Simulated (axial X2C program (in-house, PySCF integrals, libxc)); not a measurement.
## ClTeCl⁺: properties at the nuclei

Calculated with an axial X2C code built on PySCF integrals: two-component X2C with atomic mean-field Coulomb and Gaunt terms, Gaussian nuclei, basis Cl dyall-av3z, Te dyall-v3z with contracted cores.

Cl–Te–Cl held linear, with bonds 2.353 and 2.353 Å (near the PBE0 minimum at charge 1 of the determinant lowest at the starting distance; the state shown can have its own minimum elsewhere, held linear; other orders of the atoms were not compared).

Input and command:
```json
{"zs": [17, 52, 17], "q": 1, "bas": ["dyall-av3z", "dyall-v3z", "dyall-av3z"], "r0": [2.35, 2.35], "symm": 1, "scan": ["PBE0", "HF", "BHandHLYP"], "levels": ["PBE0", "HF", "TPSSh"], "nst": 2}
```
```bash
python solin.py task.json out
```

Keys: zs atomic numbers; q charge; bas basis sets; r0 starting distance in Å; symm equal bonds; scan levels of the two-bond scan; levels methods; nst determinants followed.

Determinant lowest in the PBE0 search, Ω = 1/2 (⟨Sz⟩ = -0.49, ⟨Lz⟩ = 0.99 at PBE0), spin on the atoms Cl -0.05, Te -0.39, Cl -0.05:

```
level  A∥/gI Cl (MHz)  qzz Cl (a.u.)  A∥/gI Te (MHz)  qzz Te (a.u.)
 PBE0             388           0.31            3670           1.43
   HF             356           0.51            4650           0.84
TPSSh             383           0.23            3480           1.89
```

A∥ (defined per Ω) follows by multiplying with gI = μI/(I μN); qzz is the electric field gradient, eQq0 = 234.96 MHz × Q/barn × qzz. The operators were transformed with the bare-nucleus X2C matrices; with these basis sets, hyperfine constants and field gradients can be off by tens of per cent, and where levels differ in sign neither size nor sign is settled.

Q: With gI(35Cl) = 0.5479, gI(125Te) = -1.7770 (g factors from the IAEA table of nuclear moments by Stone), turn the PBE0 values of the first state into constants in MHz.

A: A∥(35Cl) = 388 × 0.5479 = 213 MHz; A∥(125Te) = 3670 × -1.7770 = -6520 MHz.

The molecule was held linear; bending was not examined, so a bent shape may lie lower.

Each state is one determinant with collinear spin. Unrestricted Hartree–Fock can overshoot spin polarisation at the nuclei. The search compared states at one distance, so a state with another bond length can lie lower. Further determinants of the search, some of them spin-mixed, are not shown. Where a field gradient or hyperfine factor spreads by more than a factor of two over the levels, a constant derived from it is not to be relied on.
